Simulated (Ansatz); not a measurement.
CH7BGeO, SMILES `[BH2][GeH2][O]C`, relaxed with RKS PBE-D4/def2-SVP in the Gaussian-basis code of Ansatz from a rough embedded geometry. The force threshold is 0.03 eV/Å; the program also tests the step.

Total charge 0; spin multiplicity 1.

Start:

```xyz
11

B     0.927   -1.504    1.574
Ge    0.327   -0.636   -0.071
O    -0.482    0.886    0.378
C    -0.911    1.595   -0.830
H     0.171   -1.846    2.459
H     2.125   -1.769    1.773
H     1.548   -0.322   -0.991
H    -0.667   -1.518   -0.794
H    -0.008    1.763   -1.520
H    -1.635    0.884   -1.380
H    -1.396    2.468   -0.599
```

**Question.** By how much does the energy fall, and how many steps does the optimiser take? (Estimate.)

**Answer.** Computed: 52.13 kJ/mol, in 12 steps, 2 of them rejected.

**Question.** Which bonds change most? (An estimate is asked.)

**Answer.** Computed: B1–Ge2 from 1.954 to 2.052 Å; C4–H11 from 1.025 to 1.111 Å; O3–C4 from 1.465 to 1.410 Å; Ge2–H8 from 1.514 to 1.567 Å.

**Question.** Give the relaxed structure. (Best estimate.)

**Answer.** Ansatz gave: 
```xyz
11

B     0.966   -1.549    1.689
Ge    0.456   -0.676   -0.097
O    -0.552    0.792    0.245
C    -1.006    1.555   -0.850
H     0.590   -1.090    2.748
H     1.658   -2.548    1.686
H     1.699   -0.219   -0.933
H    -0.375   -1.628   -1.022
H    -0.171    1.971   -1.468
H    -1.672    0.978   -1.539
H    -1.593    2.415   -0.461
```
